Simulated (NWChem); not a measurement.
Everything below was run with NWChem. System: C$_{6}$H$_{5}$O, charge 0, spin multiplicity 2, displaced from the optimised geometry. The structure started from a generated list of species. Its SCF solution wasn't tested for a lower state.

The NWChem input:

```
start mol
memory heap 200 mb stack 900 mb global 1100 mb
geometry units angstroms nocenter noautoz
  O      0.654610     2.197041     0.000000
  C      0.239345     0.869420     0.000000
  C      1.262439    -0.144268     0.000000
  C      0.897749    -1.533609     0.000000
  C     -0.481928    -1.843389     0.000000
  C     -1.527011    -0.894783     0.000000
  C     -1.150687     0.494885     0.000000
  H     -0.151801     2.779188     0.000000
  H      2.338556     0.175444     0.000000
  H      1.694339    -2.326388     0.000000
  H     -2.612210    -1.186885     0.000000
  H     -1.945210     1.292772     0.000000
  symmetry group Cs
end
basis spherical
  * library def2-svp
end
dft
  xc slater vwn_5
  odft
  mult 2
  semidirect memsize 60000000 filesize 0
  iterations 100
  convergence nodiis damp 40
end
task dft gradient
```

The output up to the point where the run's verdict is printed (cleaned and shortened):

```
             Northwest Computational Chemistry Package (NWChem) 7.3.0
             --------------------------------------------------------

                                NWChem Input Module
                                -------------------

 Scaling coordinates for geometry "geometry" by  1.889725989
 (inverse scale =  0.529177249)

 Turning off AUTOSYM since
 SYMMETRY directive was detected!

                             Geometry "geometry" -> ""
                             -------------------------

 Output coordinates in angstroms (scale by  1.889725989 to convert to a.u.)

  No.       Tag          Charge          X              Y              Z
 ---- ---------------- ---------- -------------- -------------- --------------
    1 O                    8.0000     0.65461000     2.19704100     0.00000000
    2 C                    6.0000     0.23934500     0.86942000     0.00000000
    3 C                    6.0000     1.26243900    -0.14426800     0.00000000
    4 C                    6.0000     0.89774900    -1.53360900     0.00000000
    5 C                    6.0000    -0.48192800    -1.84338900     0.00000000
    6 C                    6.0000    -1.52701100    -0.89478300     0.00000000
    7 C                    6.0000    -1.15068700     0.49488500     0.00000000
    8 H                    1.0000    -0.15180100     2.77918800     0.00000000
    9 H                    1.0000     2.33855600     0.17544400     0.00000000
   10 H                    1.0000     1.69433900    -2.32638800     0.00000000
   11 H                    1.0000    -2.61221000    -1.18688500     0.00000000
   12 H                    1.0000    -1.94521000     1.29277200     0.00000000

 Effective nuclear repulsion energy (a.u.)     254.5043213546

            Nuclear Dipole moment (a.u.)
            ----------------------------
        X                 Y               Z
 ---------------- ---------------- ----------------
    -0.0000075589    -0.0000094486     0.0000000000

      Symmetry information
      --------------------

 Group name             Cs
 Group number              2
 Group order               2
[...]
 d= 0,ls=0.5         73   -303.8934038079 -1.16D-05  9.77D-05              30.1
                                                     9.75D-05
 d= 0,ls=0.5         74   -303.8934135270 -9.72D-06  9.00D-05              30.4
                                                     8.99D-05
 d= 0,ls=0.5         75   -303.8934218592 -8.33D-06  8.29D-05              30.7
                                                     8.28D-05
 d= 0,ls=0.5         76   -303.8934288607 -7.00D-06  7.64D-05              31.0
                                                     7.62D-05
 d= 0,ls=0.5         77   -303.8934348535 -5.99D-06  7.03D-05              31.3
                                                     7.02D-05
 d= 0,ls=0.5         78   -303.8934398966 -5.04D-06  6.48D-05              31.6
                                                     6.47D-05
 d= 0,ls=0.5         79   -303.8934442073 -4.31D-06  5.97D-05              32.0
                                                     5.96D-05
 d= 0,ls=0.5         80   -303.8934478392 -3.63D-06  5.50D-05              32.3
                                                     5.49D-05
 d= 0,ls=0.5         81   -303.8934509402 -3.10D-06  5.06D-05              32.6
                                                     5.05D-05
 d= 0,ls=0.5         82   -303.8934535557 -2.62D-06  4.66D-05              32.9
                                                     4.65D-05
 d= 0,ls=0.5         83   -303.8934557866 -2.23D-06  4.30D-05              33.2
                                                     4.29D-05
 d= 0,ls=0.5         84   -303.8934576699 -1.88D-06  3.96D-05              33.5
                                                     3.95D-05
 d= 0,ls=0.5         85   -303.8934592750 -1.61D-06  3.64D-05              33.8
                                                     3.64D-05
 d= 0,ls=0.5         86   -303.8934606310 -1.36D-06  3.36D-05              34.1
                                                     3.35D-05
 d= 0,ls=0.5         87   -303.8934617859 -1.15D-06  3.09D-05              34.4
                                                     3.09D-05
 d= 0,ls=0.5         88   -303.8934627622 -9.76D-07  2.85D-05              34.7
                                                     2.84D-05
 d= 0,ls=0.5         89   -303.8934635931 -8.31D-07  2.62D-05              35.1
                                                     2.62D-05
 d= 0,ls=0.5         90   -303.8934642960 -7.03D-07  2.42D-05              35.4
                                                     2.41D-05
 d= 0,ls=0.5         91   -303.8934648940 -5.98D-07  2.23D-05              35.7
                                                     2.22D-05
 d= 0,ls=0.5         92   -303.8934653999 -5.06D-07  2.05D-05              36.0
                                                     2.05D-05
 d= 0,ls=0.5         93   -303.8934658302 -4.30D-07  1.89D-05              36.3
                                                     1.88D-05
 d= 0,ls=0.5         94   -303.8934661945 -3.64D-07  1.74D-05              36.6
                                                     1.74D-05
 d= 0,ls=0.5         95   -303.8934665041 -3.10D-07  1.60D-05              37.0
                                                     1.60D-05
 d= 0,ls=0.5         96   -303.8934667663 -2.62D-07  1.48D-05              37.3
                                                     1.47D-05
 d= 0,ls=0.5         97   -303.8934669892 -2.23D-07  1.36D-05              37.6
                                                     1.36D-05
 d= 0,ls=0.5         98   -303.8934671779 -1.89D-07  1.25D-05              37.9
                                                     1.25D-05
 d= 0,ls=0.5         99   -303.8934673383 -1.60D-07  1.15D-05              38.2
                                                     1.15D-05
 d= 0,ls=0.5        100   -303.8934674741 -1.36D-07  1.06D-05              38.5
                                                     1.06D-05
```

The run did not converge; its last values are not results. The next line reads: Calculation failed to converge. NWChem stopped with the message: dft gradient failed.
